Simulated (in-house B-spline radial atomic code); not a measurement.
A fraction x of an electron is removed from 4p in Ge, starting from [Ar] 3d10 4s2 4p2 and keeping the highest spin. Level of theory: non-relativistic r2SCAN, spin-polarised, spherical fractional occupations, point nucleus; calculated with an all-electron radial atomic-structure program (B-spline basis).

```json
{"x": "0", "E(x) - E(0) (eV)": "0.0000", "4p up level (eV)": "-4.700"}
{"x": "0.1", "E(x) - E(0) (eV)": "0.5032", "4p up level (eV)": "-5.365"}
{"x": "0.23", "E(x) - E(0) (eV)": "1.2579", "4p up level (eV)": "-6.249"}
{"x": "0.25", "E(x) - E(0) (eV)": "1.3843", "4p up level (eV)": "-6.387"}
{"x": "0.42", "E(x) - E(0) (eV)": "2.5707", "4p up level (eV)": "-7.577"}
{"x": "0.5", "E(x) - E(0) (eV)": "3.1997", "4p up level (eV)": "-8.147"}
{"x": "0.56", "E(x) - E(0) (eV)": "3.7015", "4p up level (eV)": "-8.580"}
{"x": "0.64", "E(x) - E(0) (eV)": "4.4110", "4p up level (eV)": "-9.161"}
{"x": "0.85", "E(x) - E(0) (eV)": "6.4973", "4p up level (eV)": "-10.714"}
{"x": "0.88", "E(x) - E(0) (eV)": "6.8221", "4p up level (eV)": "-10.939"}
{"x": "1", "E(x) - E(0) (eV)": "8.1889", "4p up level (eV)": "-11.844"}
```

The exact functional would give a straight line between the two integer points. Deviations E(x) - E(0) - x[E(1) - E(0)], in eV: -0.316 at x = 0.1, -0.626 at x = 0.23, -0.663 at x = 0.25, -0.869 at x = 0.42, -0.895 at x = 0.5, -0.884 at x = 0.56, -0.83 at x = 0.64, -0.463 at x = 0.85, -0.384 at x = 0.88.

The curve lies below the straight line by up to 0.895 eV (at x = 0.5): convex, the delocalisation error that favours fractional charges.

(1) How well does Slater's transition state (minus the level at half occupation) give the ionisation energy?

Answers

(1) It gives 8.147 eV against 8.189 eV from the two total energies; NIST lists 7.90 eV, ground level to ground level.
